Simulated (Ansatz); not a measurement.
ZnSi₂H₆⁺, that is Zn(SiH3)2 with one electron fewer. The state is a doublet with charge 1. Geometry PBE-D4/def2-SVP, that of the neutral singlet; atoms count from 1.

```xyz
9

Zn   -0.004   -0.012    0.007
Si    1.509   -1.286   -1.335
H     2.906   -1.301   -0.761
H     1.624   -0.732   -2.736
H     1.084   -2.728   -1.475
Si   -1.511    1.281    1.338
H    -1.734    0.681    2.706
H    -2.872    1.411    0.696
H    -1.003    2.687    1.560
```

**Question.** Estimate the Mulliken populations from the PBE0/def2-TZVP orbitals of Ansatz.

**Answer.** 
```csv
atom,charge (e),spin (α − β),d electrons
Zn1,0.40,0.12,10.02
Si2,0.06,0.36,–
H3,0.08,0.03,–
H4,0.08,0.03,–
H5,0.08,0.02,–
Si6,0.06,0.36,–
H7,0.08,0.02,–
H8,0.08,0.03,–
H9,0.08,0.03,–
```
Mulliken values and Mayer orders depend strongly on the basis.

**Question.** Where does the spin sit?

**Answer.** Summed by element: Zn 0.12, Si 0.73, H 0.15, of 1 unpaired in all. Largest on single atoms: Si2 0.36, Si6 0.36, Zn1 0.12.

**Question.** And the Mayer bond orders between bonded heavy atoms (over 0.3)?

**Answer.** Zn1–Si2 0.67 (2.39 Å); Zn1–Si6 0.67 (2.39 Å).
